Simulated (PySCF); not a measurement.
Match the calculated data to a structure.

- UV, strongest line: among the 6 lowest singlet transitions: S6 at 6.83 eV (182 nm, f = 0.055) [TDDFT PBE0/def2-SVPD]
- 13C NMR: chemical shifts (computed TMS as zero) by class: 15.9 (1 C), 8.2 (1 C) ppm [GIAO PBE0/pcSseg-1]
- Rotational structure: rotational constants A, B, C: 3.843, 1.084, 0.935 GHz [GFN2-xTB]
- Polarisability: 107.8 au [PBE0/def2-SVPD]
- Triplet: lowest triplet excitation (Tamm–Dancoff): 5.45 eV [TDA PBE0/def2-SVPD]
- NMR, other nuclei: isotropic shieldings of nuclei other than C and H, by class: 244 (1 N), 350 (1 Si), 373 (1 Si), 613 (1 P) ppm [GIAO PBE0/pcSseg-1]

Electronic properties: PySCF, gas phase, density fitting. Levels stand in brackets. Geometry: GFN2-xTB, one conformer, isolated molecule. NMR values are class means; diastereotopic atoms form classes of their own.

Question: Which candidate is it?
A. `C=C[SiH2]N=C`
B. `P[Si@@H]1CC[SiH2]N1`
C. `C/C=P/N([SiH3])[SiH3]`
D. `[SiH3]n1cpcn1`

Answer: B. It is `P[Si@@H]1CC[SiH2]N1`. Numbering: `[PH2:1][Si@@H:2]1[CH2:3][CH2:4][SiH2:5][NH:6]1`. 2 carbons fall into 2 classes; from least to most shielded: ring sp3 carbon bound to silicon [C3] (15.9 ppm), ring sp3 carbon bound to silicon [C4] (8.2 ppm). The other shieldings belong to: 244 ppm, nitrogen bridging silicon atoms [N6]; 350 ppm, SiH silicon [Si2]; 373 ppm, SiH2 silicon [Si5]; 613 ppm, three-coordinate phosphorus [P1]. The optimised geometry has point group C1 and is an asymmetric top.

The others, at the same levels:
- `C/C=P/N([SiH3])[SiH3]` fails: its computed 13C shifts are 182.5 (1 C), 18.7 (1 C) ppm, rotational constant A is 2.873 GHz (against 3.843 GHz) and smallest rotational constant is 0.871 GHz (against 0.935 GHz).
- `[SiH3]n1cpcn1` fails: its computed 13C shifts are 172.2 (1 C), 170.8 (1 C) ppm, rotational constant A is 7.252 GHz (against 3.843 GHz) and smallest rotational constant is 1.301 GHz (against 0.935 GHz).
- `C=C[SiH2]N=C` fails: it has 3 carbons where the 13C data count 2; its computed 13C shifts are 170.7 (1 C), 143.2 (1 C), 142.0 (1 C) ppm, lowest triplet excitation (Tamm–Dancoff) is 3.38 eV (against 5.45 eV) and static isotropic polarisability is 72.2 au (against 107.8 au).

Each candidate is one conformer, not necessarily the lowest. The conformers computed, where there is a choice (atom-mapped SMILES and torsion angles):
- `[CH3:1]/[CH:2]=[P:3]/[N:4]([SiH3:5])[SiH3:6]`: C2–P3–N4–Si5 -141°
- `[CH2:1]=[CH:2][SiH2:3][N:4]=[CH2:5]`: C1–C2–Si3–N4 133°, C2–Si3–N4–C5 -122°

The conformers of `P[Si@@H]1CC[SiH2]N1` aren't listed.
